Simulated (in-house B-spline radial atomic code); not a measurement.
Response and correlation of Ba8+

Closed shell [Kr] 4d10 5s2. Computed with a B-spline radial code for spherical atoms: Dirac-Hartree-Fock, relativistic RPA (time-dependent Dirac-Hartree-Fock) for the response and second-order many-body perturbation theory for correlation, no-pair Dirac-Coulomb Hamiltonian, finite nucleus.

Command:
```bash
python run_mb.py task.json out
```
Settings (nuclear radius in fm, box in bohr, cutoff in hartree):
```
basis_form          2
Z                   56
core_configuration  [Kr] 4d10 5s2
rms_radius          4.8378
mass_number         138
speed_of_light      137.036
box_radius          7.759
lmax                7
intervals           61
virtual_cutoff      78400.0
```

Time taken, with all properties: 9.6 s on 1 thread of Arm Neoverse V1, with other jobs on the host.

```
multipole (bohr³, bohr⁵, bohr⁷)  uncoupled  coupled RPA
                         dipole     3.5024        3.449
                     quadrupole     3.3059            ?
                       octupole     8.6806       10.602
```

Q: What is the coupled quadrupole polarisability?

A: 3.8657 atomic units, +17 % against the uncoupled value.

Q: Which subshells carry the dipole polarisability?

A: 5s1/2 95.0 %, 4d5/2 3.1 %, 4d3/2 2.0 %.

Q: What does the dipole shielding factor come to?

A: The dipole shielding factor is 0.857, against the exact N/Z = 48/56 = 0.857 of the non-relativistic theorem.

Dipole polarisability at imaginary frequency:

```tsv
u (Eh)	α(iu) (bohr³)
0	3.449
1.35	1.258
4.05	0.4484
8.1	0.1869
13.5	0.08761
27	0.03009
54	0.009974
135	0.00201
```

Q: What dispersion coefficients follow for two such ions (the dispersion part alone)?

A: C6 = (3/π)∫α(iu)²du = 9.356 hartree·bohr⁶ and C8 = 69.59 hartree·bohr⁸.

Lowest J = 1 odd-parity excitations:

```tsv
energy (eV)	oscillator strength	leading channel	weight
13.097	0.0346	5s1/2 → p1/2	0.841
20.832	1.55	5s1/2 → p3/2	0.816
65.525	0.047	5s1/2 → p1/2	0.969
67.019	0.118	5s1/2 → p3/2	0.966
88.165	0.0334	5s1/2 → p1/2	0.979
88.929	0.103	5s1/2 → p3/2	0.969
89.338	7.75e-05	4d3/2 → p1/2	0.466
90.88	0.875	4d5/2 → p3/2	0.497
```

For an outer ns² shell RPA puts the lowest triplet far too low, and second order misses the ns²-np² near-degeneracy.

Second-order correlation energy by the highest angular momentum of the excited pair (hartree): s -0.02501, p -0.2576, d -0.6631, f -1.241, g -0.3864, h -0.1703, i -0.07776, k -0.03982.

Q: What is the second-order correlation energy at the partial-wave limit?

A: The listed waves sum to -2.8606 hartree; extrapolating the increments as (l + 1/2)⁻⁴ gives -2.942 hartree, -1.67 eV per electron.
